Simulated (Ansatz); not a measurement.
The cluster Ga₄F₅⁺ (the lowest singlet isomer of a short search), 9 atoms. Hardware: 4 threads of Arm Neoverse N1 on a shared host.

Correlated methods freeze 41 core orbitals; core or outer-core shells of Ga are correlated, in sets that lack core-valence functions.

(1) How many basis functions does each of these Ansatz runs have, and roughly what does it cost? PBE0-D4/def2-TZVP, charge 1 triplet, energy, from earlier orbitals; B2PLYP/def2-TZVP, charge 1 triplet, energy, from earlier orbitals; LC-ωPBE/def2-TZVP, charge 1 quintet, energy, from earlier orbitals; MP2/def2-TZVP, charge 1 singlet, energy, from earlier orbitals; PBE-D4/def2-SVP, charge 1 singlet, energy, from earlier orbitals; LC-ωPBE/def2-TZVP, charge 1 triplet, energy, from earlier orbitals; B2PLYP/def2-TZVP, charge 1 singlet, energy and forces, from earlier orbitals; PBE-D4/def2-TZVP, charge 1 triplet, energy, from earlier orbitals; PBE0-D4/def2-SVP, charge 1 singlet, relaxation, 14 steps; B2PLYP/def2-TZVP, charge 1 quintet, energy, from earlier orbitals; PBE0-D4/def2-TZVP, charge 1 quintet, energy, from earlier orbitals; r2SCAN-D4/def2-TZVP, charge 0 doublet at the geometry of the charge 1 singlet, energy, from earlier orbitals.

Results:

(1) Other jobs shared the machine, so times can vary by a factor of up to 3. A dash marks memory too small to be measured apart from the calling script's.

| run | functions | fitting or Cholesky vectors | wall time | peak host memory (GiB) |
| --- | --- | --- | --- | --- |
| PBE-D4/def2-SVP, charge 1 singlet, energy, from earlier orbitals | 198 | 2160 | 6 s | – |
| PBE-D4/def2-TZVP, charge 1 triplet, energy, from earlier orbitals | 347 | 2252 | 23 s | 0.96 |
| LC-ωPBE/def2-TZVP, charge 1 quintet, energy, from earlier orbitals | 347 | 2252 | 43 s | 1.8 |
| LC-ωPBE/def2-TZVP, charge 1 triplet, energy, from earlier orbitals | 347 | 2252 | 45 s | 1.7 |
| MP2/def2-TZVP, charge 1 singlet, energy, from earlier orbitals | 347 | 2328 | 46 s | 1.7 |
| PBE0-D4/def2-TZVP, charge 1 quintet, energy, from earlier orbitals | 347 | 2335 | 59 s | 2.3 |
| PBE0-D4/def2-TZVP, charge 1 triplet, energy, from earlier orbitals | 347 | 2333 | 60 s | 2.2 |
| r2SCAN-D4/def2-TZVP, charge 0 doublet at the geometry of the charge 1 singlet, energy, from earlier orbitals | 347 | 2252 | 66 s | 1.1 |
| B2PLYP/def2-TZVP, charge 1 quintet, energy, from earlier orbitals | 347 | 2335 | 93 s | 2.2 |
| B2PLYP/def2-TZVP, charge 1 triplet, energy, from earlier orbitals | 347 | 2333 | 96 s | 2.2 |
| B2PLYP/def2-TZVP, charge 1 singlet, energy and forces, from earlier orbitals | 347 | 2328 | 2.5 min | 2.2 |
| PBE0-D4/def2-SVP, charge 1 singlet, relaxation, 14 steps | 198 | 2037 | 2.8 min | 0.84 |
